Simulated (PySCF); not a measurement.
**GaN from Hartree–Fock to correlated methods**

State: ³Σ⁻ (triplet), unpaired electrons π ↑↑. Set-up: Ga x2c-TZVPPall, N x2c-TZVPPall; spin-free X2C with a Gaussian nucleus (PySCF 2.14). De refers to Ga + N in their high-spin ground configurations, without counterpoise correction. The functionals are run spin-unrestricted. A positive dipole means Ga(−)N(+).

```json
{"Level": "UHF", "Re (Å)": "1.985", "ωe (cm⁻¹)": "537", "De (eV)": "0.58", "μ (D)": "-1.97"}
{"Level": "UHF-MP2", "Re (Å)": "1.980", "ωe (cm⁻¹)": "539", "De (eV)": "1.89", "μ (D)": "n/a"}
{"Level": "UHF-SCS-MP2", "Re (Å)": "1.988", "ωe (cm⁻¹)": "533", "De (eV)": "1.93", "μ (D)": "n/a"}
{"Level": "UHF-CCSD", "Re (Å)": "1.992", "ωe (cm⁻¹)": "523", "De (eV)": "1.84", "μ (D)": "n/a"}
{"Level": "UHF-CCSD(T)", "Re (Å)": "1.997", "ωe (cm⁻¹)": "515", "De (eV)": "1.95", "μ (D)": "n/a"}
{"Level": "PBE", "Re (Å)": "2.029", "ωe (cm⁻¹)": "482", "De (eV)": "2.53", "μ (D)": "-1.85"}
{"Level": "BP86", "Re (Å)": "2.029", "ωe (cm⁻¹)": "482", "De (eV)": "2.55", "μ (D)": "-1.87"}
{"Level": "r²SCAN", "Re (Å)": "1.997", "ωe (cm⁻¹)": "511", "De (eV)": "2.21", "μ (D)": "-1.74"}
{"Level": "PBE0", "Re (Å)": "1.998", "ωe (cm⁻¹)": "515", "De (eV)": "2.24", "μ (D)": "-1.88"}
{"Level": "B97-3", "Re (Å)": "2.015", "ωe (cm⁻¹)": "498", "De (eV)": "2.20", "μ (D)": "-2.00"}
{"Level": "M06", "Re (Å)": "2.010", "ωe (cm⁻¹)": "498", "De (eV)": "2.22", "μ (D)": "-2.25"}
{"Level": "M06-2X", "Re (Å)": "2.002", "ωe (cm⁻¹)": "521", "De (eV)": "2.11", "μ (D)": "-1.93"}
{"Level": "ωB97X", "Re (Å)": "1.989", "ωe (cm⁻¹)": "524", "De (eV)": "2.29", "μ (D)": "-1.97"}
```

Question: Which functional lies closest to UHF-CCSD(T) in De, which farthest, and by how much do they differ from it?

Answer: Closest is M06-2X (+0.5 pm in Re, +1.2 % in ωe, +0.16 eV in De against UHF-CCSD(T) in the same basis), farthest BP86 (+3.2 pm in Re, -6.4 % in ωe, +0.60 eV in De). CCSD(T) converges more slowly with the basis than the functionals do and binds too weakly in this one, so the order can change at the basis-set limit.

Question: What does second-order correlation do here, going from UHF to UHF-MP2?

Answer: UHF-MP2 less UHF: -0.5 pm in Re, +0.4 % in ωe, +1.31 eV in De. Correlation nearly always deepens the well. The bond shortens, as in weak, metallic or heavy-atom bonds, where dispersion and the correlation of outer-core electrons pull the atoms together.

Question: What does the triples do here, going from UHF-CCSD to UHF-CCSD(T)?

Answer: UHF-CCSD(T) less UHF-CCSD: +0.5 pm in Re, -1.5 % in ωe, +0.11 eV in De. Correlation nearly always deepens the well. The bond lengthens, as in strong covalent bonds, where excitations into antibonding orbitals dominate.

Correlated steps freeze 10 core orbitals. Spin–orbit coupling is left out. The state was picked by a PBE0 search and need not be the measured ground state.
